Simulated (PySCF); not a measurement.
How methods differ on the ionisation energy of Be⁺

Be⁺ [He] 2s1 (2S) → Be²⁺ 1s2 (1S), as a difference of total energies. All numbers are calculated (PySCF 2.14, the spin-free X2C one-electron Hamiltonian (Gaussian nucleus), in x2c-TZVPPall with one added diffuse shell of s type (6s3p1d, 20 functions)). Correlated levels: valence and next inner shell: nothing frozen. The calculations carry no spin-orbit coupling.

| method | ionisation energy (eV) | error (eV) |
| --- | --- | --- |
| UHF | 18.125 | -0.086 |
| LDA | 18.243 | +0.032 |
| PBE | 18.481 | +0.270 |
| PBE0 | 18.446 | +0.235 |
| r2SCAN | 18.174 | -0.037 |
| r2SCANh | 18.192 | -0.019 |
| PW91 | 18.529 | +0.318 |
| wB97M-V | 18.283 | +0.072 |
| BLYP | 18.532 | +0.321 |
| MP2 (valence and next inner shell) | 18.158 | -0.053 |
| SCS-MP2 (valence and next inner shell) | 18.151 | -0.060 |

Reference: 18.211 eV (measured; NIST Atomic Spectra Database, ionization energies).

Errors of the correlated levels include the incompleteness of this basis.
